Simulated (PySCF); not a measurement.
## Magnetisability and related constants of `B(F)(F)[C@@H]1COC=C(F)C1`, C$_{5}$H$_{6}$BF$_{3}$O

Method used: GIAO HF/pcSseg-1 magnetisability, rotational g tensor and spin-rotation constants, non-relativistic, gas phase in PySCF. Geometry: GFN2-xTB.

Input:
```
{"job": {"kind": "mag", "xc": "HF", "basis": "pcSseg-1", "isotopologues": 0}, "charge": 0, "multiplicity": 1}
F     -3.143265    -0.540121    -0.275573
B     -2.223181     0.391854    -0.154157
F     -2.694425     1.578115     0.157186
C     -0.678983     0.115819    -0.387914
C     -0.257194    -1.329176    -0.067283
O      1.062621    -1.609254    -0.489100
C      1.972068    -0.643192    -0.197926
C      1.647680     0.567268     0.238175
F      2.625868     1.463046     0.526895
C      0.246966     1.068411     0.389773
H     -0.474230     0.262285    -1.458041
H     -0.890636    -2.050971    -0.586123
H     -0.333961    -1.499147     1.014863
H      2.989704    -0.961904    -0.358875
H      0.179732     2.083593    -0.006255
H     -0.036362     1.112319     1.445395
```
Coordinates are in Å.

Command: `OMP_NUM_THREADS=1 python excited_run.py task.json out`

Problem. Show the output.

Solution. Atoms count from 0.
```
final grid: 145504 points
cycle   1  E = -590.5121558210  dE =  2.384e+00  |g| = 9.291e-01  |ddm| = 3.577e+00
cycle   2  E = -590.6621888738  dE = -1.500e-01  |g| = 5.412e-01  |ddm| = 8.688e-01
cycle   3  E = -590.7100707799  dE = -4.788e-02  |g| = 9.245e-02  |ddm| = 3.703e-01
cycle   4  E = -590.7124842945  dE = -2.414e-03  |g| = 2.296e-02  |ddm| = 1.013e-01
cycle   5  E = -590.7126362147  dE = -1.519e-04  |g| = 7.091e-03  |ddm| = 3.049e-02
cycle   6  E = -590.7126515304  dE = -1.532e-05  |g| = 2.410e-03  |ddm| = 8.621e-03
cycle   7  E = -590.7126541475  dE = -2.617e-06  |g| = 6.623e-04  |ddm| = 4.453e-03
cycle   8  E = -590.7126543585  dE = -2.110e-07  |g| = 2.326e-04  |ddm| = 1.202e-03
cycle   9  E = -590.7126543861  dE = -2.764e-08  |g| = 6.909e-05  |ddm| = 4.411e-04
cycle  10  E = -590.7126543891  dE = -3.002e-09  |g| = 3.018e-05  |ddm| = 1.408e-04
cycle  11  E = -590.7126543897  dE = -5.402e-10  |g| = 1.211e-05  |ddm| = 6.047e-05
converged SCF energy = -590.7126543897

Magnetisability tensor (1e-30 J/T^2)
    -1297.34       -7.77        6.41
       -7.77    -1290.42       26.72
        6.41       26.72    -1348.42
isotropic -1312.06   principal values   -1360.09  -1297.45  -1278.63
isotropic susceptibility -79.014 1e-6 cm^3/mol

Inertial axes            a          b          c
rot. const./GHz      2.4043     0.8025     0.6148
chi total           -78.088    -77.160    -81.795
chi diamagnetic    -578.971  -1419.907  -1842.317
chi paramagnetic    500.883   1342.747   1760.523
quadrupole/D A       -8.850     -1.748     10.598
g nuclear            0.5384     0.4952     0.4993
g electronic        -0.5658    -0.5063    -0.5085
g total             -0.0273    -0.0111    -0.0092

Spin-rotation constants (kHz, H = +C I.J)
atom  isotope        aa         bb         cc
  0    19F        2.594      1.332      0.224
  1    11B        0.476      0.224      0.117
  2    19F        3.664      0.958      0.241
  8    19F        0.918      0.641      0.219
 10     1H       -0.239     -0.102      0.008
 11     1H       -0.135     -0.004     -0.058
 12     1H       -0.265     -0.085      0.026
 13     1H        0.205     -0.071     -0.066
 14     1H       -0.246     -0.009     -0.047
 15     1H       -0.238     -0.079      0.004
  3    13C*       0.346      0.112      0.069
  4    13C*       0.393      0.177      0.122
  5    17O*      -0.269     -0.074     -0.021
  6    13C*       1.097      0.241      0.114
  7    13C*       1.126      0.249      0.138
  9    13C*       0.350      0.113      0.081
* in the singly substituted isotopologue
```

It took 34 s wall time on 1 thread of an Arm Neoverse N1, shared host, peak memory 0.84 GiB.
